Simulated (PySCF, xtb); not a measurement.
# Two structures of AlGaH2O2

We compare I, a singlet given by its coordinates, with II, a singlet given by its coordinates. Both are isolated molecules in the gas phase, relaxed with PBE0-D4/def2-SVP.

I (Å):

```yaml
atoms:
  - { symbol: Al, position_ang: [0.4652, 0.4317, 0.1010] }
  - { symbol: Ga, position_ang: [0.8112, 1.0149, 2.7042] }
  - { symbol: O, position_ang: [-0.1515, 1.8877, 1.0509] }
  - { symbol: O, position_ang: [-0.0290, 0.5363, -1.5020] }
  - { symbol: H, position_ang: [-0.6703, 2.6902, 0.9122] }
  - { symbol: H, position_ang: [-0.3149, 0.6116, -2.4031] }
```

Close contacts (Å): Al1–Ga2 2.69, Al1–O3 1.84, Al1–O4 1.68, Ga2–O3 2.10, O3–H5 0.97, O4–H6 0.95.

II (Å):

```xyz
6

Al    1.2579   -0.0730   -0.8878
Ga   -1.0138   -0.1423    1.2659
O    -0.6244   -0.1013   -0.7332
O     1.0033   -0.1108    0.9836
H     1.6933   -0.1139    1.6546
H    -1.2577   -0.0957   -1.4580
```

Close contacts (Å): Al1–O3 1.89, Al1–O4 1.89, Ga2–O3 2.04, Ga2–O4 2.04, O3–H6 0.96, O4–H5 0.96.

Estimate E(II) − E(I) at the level CCSD(T)/def2-SVP + ΔMP2/def2-TZVPP.

Calculated at CCSD(T)/def2-SVP + ΔMP2/def2-TZVPP: E(II) − E(I) = −0.815 eV, so structure II lies lower.

Level by level:

```tsv
level	geometry	E(II) − E(I) (eV)	departure from the last row (eV)	job, with rough time for the two
GFN2-xTB	GFN2-xTB	+0.039	+0.855	optimisation, 0.89 s
HF/STO-3G	GFN2-xTB	−1.997	−1.181	single point, 6.5 s
r2SCAN-D4/def2-SVP	GFN2-xTB	−0.687	+0.129	single point, 32 s
PBE0-D4/def2-SVP	PBE0-D4/def2-SVP	−0.796	+0.019	optimisation, 2.2 min
HF/def2-SVP	PBE0-D4/def2-SVP	−0.967	−0.152	part of the CCSD(T) run
MP2/def2-SVP	PBE0-D4/def2-SVP	−0.990	−0.175	part of the CCSD(T) run
CCSD(T)/def2-SVP	PBE0-D4/def2-SVP	−1.027	−0.211	single point
CCSD(T)/def2-SVP + ΔMP2/def2-TZVPP	PBE0-D4/def2-SVP	−0.815		single point, 82 s
```

GFN2-xTB puts the two in the other order. The largest departure from CCSD(T)/def2-SVP + ΔMP2/def2-TZVPP is that of HF/STO-3G, 1.181 eV. The last row adds to CCSD(T) the change of the MP2 difference between the two basis sets, here +0.211 eV, a large step that makes the value less sure.

With thermal terms from frequencies at re-optimised GFN2-xTB minima (ideal gas, soft modes damped towards free rotors, one conformer each, 298.15 K, 1 atm): the zero-point term adds −0.013 eV; ΔH is −0.830 and ΔG −0.798 eV.

The correlated steps freeze 16 core orbitals; the filled d shell of Ga is correlated, in a basis made for valence electrons. Programs: PySCF 2.14.0, xtb 6.7.1; the last row on 2 threads of AMD EPYC (Zen 3) on a shared host.
